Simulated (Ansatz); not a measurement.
Ansatz results at the PBE0-D4/def2-TZVP geometry: LUMO energy (PBE/def2-TZVPP) -0.84 eV; HOMO energy (PBE/def2-TZVPP) -5.79 eV; HOMO energy (PBE0/def2-TZVPP) -7.02 eV.

Each molecule was computed in one conformer, which needn't be the lowest.

Task: Which molecule gave them?
A. `OB[SiH](F)[AlH2]`
B. `C[S][GeH2][OH]`
C. `C[SiH2]B(F)F`
D. `N[CH2][GeH2][OH]`

Result: B. The others give `OB[SiH](F)[AlH2]`: -2.87, -5.96, -7.06; `N[CH2][GeH2][OH]`: -0.53, -5.50, -6.96; `C[SiH2]B(F)F`: -1.90, -7.35, -8.72.
